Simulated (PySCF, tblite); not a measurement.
A set of runs on `C=[C][Si@H](O)CC` [radical]; the geometry of each is named by its level. Settings lines and outputs come from a driver script.

Species: C4H9OSi (doublet state).
SMILES with atom numbers: `[CH2:1]=[C:2][Si@H:3]([OH:4])[CH2:5][CH3:6]` (hydrogens: H7, H8 on C1; H9 on Si3; H10 on O4; H11, H12 on C5; H13, H14, H15 on C6)

Step 1: GFN2-xTB geometry optimisation, gas phase (tblite 0.8.0) (from a force-field or distance-geometry start)
```json
{"job": {"kind": "relax", "xc": "GFN2-xTB", "basis": "xTB"}, "charge": 0, "multiplicity": 2}
```
```
step      E/eV     max force
  0    -512.49415    2.478
  1    -512.74303    1.947
  2    -512.84983    0.913
...
165    -513.34833    0.013
166    -513.34837    0.017
167    -513.34841    0.013
168    -513.34843    0.016
169    -513.34845    0.008
```

Energy lowered by 19.7 kcal/mol over 169 steps; largest atomic force 0.008 eV/Å at the end. «max force» is the largest atomic force in eV/Å.

The run took 0.75 s on Arm Neoverse V2, one thread, on a shared host.

Step 2: GFN2-xTB harmonic vibrations, gas phase (tblite 0.8.0) (on the GFN2-xTB geometry)
```json
{"job": {"kind": "ir", "xc": "GFN2-xTB", "basis": "xTB"}, "charge": 0, "multiplicity": 2}
```
```
(table of modes left out)
```

39 modes from 35 to 3674 cm⁻¹ (unscaled, harmonic); zero-point energy 71.9 kcal/mol; all wavenumbers are real at this level.

Hardware: one thread of an Arm Neoverse V2, shared host with 192 logical CPUs at a one-minute load of 32. Cost: 0.33 s.

Step 3: UKS B3LYP, pcH-1 on C H O Si, non-relativistic, mean-field spin-orbit, GIAO (PySCF 2.14.0) (on the GFN2-xTB geometry)
```json
{"job": {"kind": "epr", "basis": "pcH-1"}, "charge": 0, "multiplicity": 2}
```
```
...
E = -522.55863177 Eh   <S^2> = 0.7579 (exact 0.7500)
g shifts (ppm)      1          2          3
  rmc          -128       -128       -128
  gc             26          7         37
  oz_so        -554        -99        726
  total        -657       -221        635
hyperfine (MHz)  atom isotope    a_iso     a_fc   dipolar eigenvalues
    0   13C     -45.55     -45.55    -15.68      3.42     12.26
    1   13C     137.66     137.80    -77.45    -60.27    137.72
    2  29Si      10.14      10.14    -10.58      3.01      7.57
    3   17O      -2.81      -2.81     -1.48      0.56      0.91
    4   13C      -0.14      -0.15     -0.61     -0.36      0.97
    5   13C       3.60       3.60     -0.88     -0.58      1.46
    6    1H     189.35     189.36     -4.67     -2.28      6.95
    7    1H     159.35     159.36     -5.65     -4.01      9.66
    8    1H      74.54      74.54     -3.69     -1.11      4.80
    9    1H      -0.73      -0.73     -2.75     -1.94      4.69
   10    1H      -0.37      -0.37     -1.37     -1.04      2.41
   11    1H       2.02       2.02     -2.19     -1.80      3.99
   12    1H       1.47       1.47     -1.04     -0.94      1.98
   13    1H      -0.09      -0.09     -1.57     -1.42      2.99
   14    1H       2.74       2.74     -3.87     -2.62      6.49
```

⟨S²⟩ 0.758; g_iso 2.0022. rmc, gc and oz_so are the mass-correction, gauge-correction and orbital-Zeeman/spin–orbit parts of the g shift along its three principal axes; a_iso is the isotropic hyperfine coupling and a_fc its Fermi-contact part. The log counts atoms from 0, this text from 1.

On an Arm Neoverse V2 with one thread, shared host with 192 logical CPUs at a one-minute load of 32, this took 48 s (with the writing of density and orbital grids) and 0.90 GiB of memory at its peak.

Geometry of the electronic-property runs (GFN2-xTB):
```
atom  x, y, z in Å
C1     2.7358    0.6969   -0.3081
C2     1.5625    0.2418   -0.5979
Si3    0.2491   -1.0493   -0.6837
O4    -0.3398   -1.1601   -2.2010
C5    -1.0708   -0.5040    0.5829
C6    -1.6582    0.8749    0.2966
H7     3.5447    0.0890    0.0941
H8     3.0088    1.7366   -0.4549
H9     0.6547   -2.4403   -0.4797
H10   -0.7482   -0.4131   -2.6299
H11   -1.8805   -1.2356    0.5994
H12   -0.6406   -0.5018    1.5848
H13   -2.3852    1.1563    1.0577
H14   -2.1624    0.8869   -0.6687
H15   -0.8743    1.6298    0.2809
```

 (This holds for the electronic-property runs.)

One conformer stands for the species.
